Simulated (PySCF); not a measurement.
C₆H₁₀ClF.
Numbering: `[CH3:1][CH2:2]/[C:3]([CH3:4])=[C:5](/[F:6])[CH2:7][Cl:8]` (hydrogens: H9, H10, H11 on C1; H12, H13 on C2; H14, H15, H16 on C4; H17, H18 on C7)

Cartesian coordinates in Å at the GFN2-xTB level; atoms count from 1:
```xyz
18
C6H10ClF angstrom
C     -1.5946   -1.2551   -0.5143
C     -0.7147   -0.4450    0.4406
C      0.0231    0.6426   -0.2892
C     -0.7059    1.9366   -0.4702
C      1.2490    0.4488   -0.7681
F      1.8795    1.4579   -1.4350
C      2.0982   -0.7697   -0.6662
Cl     2.7598   -0.9620    1.0012
H     -0.9936   -1.7187   -1.2932
H     -2.1177   -2.0366    0.0310
H     -2.3342   -0.6168   -0.9913
H     -0.0138   -1.1103    0.9435
H     -1.3482    0.0127    1.2025
H     -0.1477    2.6220   -1.1008
H     -1.6809    1.7541   -0.9190
H     -0.8674    2.4062    0.4996
H      1.5440   -1.6813   -0.8808
H      2.9562   -0.6790   -1.3315
```

The calculation used TDDFT PBE0/def2-SVPD, vertical, gas phase, core orbitals frozen in the response in PySCF.

Question: What does the calculation give for the low-lying excited states?

Answer: 

| state | E (eV) | E (kJ/mol) | λ (nm) | f | \|μ\| (D) | main configurations (H = HOMO, L = LUMO) |
| --- | --- | --- | --- | --- | --- | --- |
| S1 | 5.71 | 551 | 217.0 | 0.226 | 3.23 | H→L (91%) |
| S2 | 6.37 | 614 | 194.7 | 0.049 | 1.42 | H→L+1 (94%) |
| S3 | 6.55 | 632 | 189.4 | 0.0014 | 0.24 | H-1→L (93%) |
| S4 | 6.62 | 639 | 187.2 | 0.0073 | 0.54 | H-2→L (93%) |
| S5 | 7.04 | 679 | 176.1 | 0.011 | 0.63 | H→L+2 (94%) |
| S6 | 7.39 | 713 | 167.9 | 0.028 | 1.01 | H→L+3 (90%) |
| S7 | 7.53 | 727 | 164.6 | 0.0080 | 0.53 | H→L+4 (57%), H→L+5 (18%), H→L+6 (14%) |
| S8 | 7.77 | 749 | 159.7 | 0.010 | 0.59 | H→L+6 (47%), H→L+5 (39%) |

Triplets (Tamm–Dancoff): T1 3.84 eV, H→L (87%); T2 5.94 eV, H-1→L (31%), H-2→L (27%), H→L+1 (26%); T3 6.00 eV, H-1→L (53%), H-2→L (35%).

The lowest singlet lies at 5.71 eV (217 nm, ultraviolet) and is strong; its leading configuration is HOMO→LUMO (91%). The lowest level is also the most intense of those listed (f = 0.226). Löwdin shares by element: HOMO carbon 58% or more, fluorine 12%, chlorine 8% (atoms not listed hold the other 22%); LUMO carbon 51% or more, chlorine 28% (atoms not listed hold the other 22%). The oscillator strengths of these states sum to 0.341; summed over the whole spectrum of an exact calculation they would give the number of electrons, 72 (Thomas–Reiche–Kuhn). Of the 8 states listed, 5 reach f = 0.01 and none stays under 0.0005. Weighted by f, the mean energy of these states is 6.12 eV. Only the lowest 8 singlets were computed, as vertical energies without vibronic structure.

One conformer stands for the species.
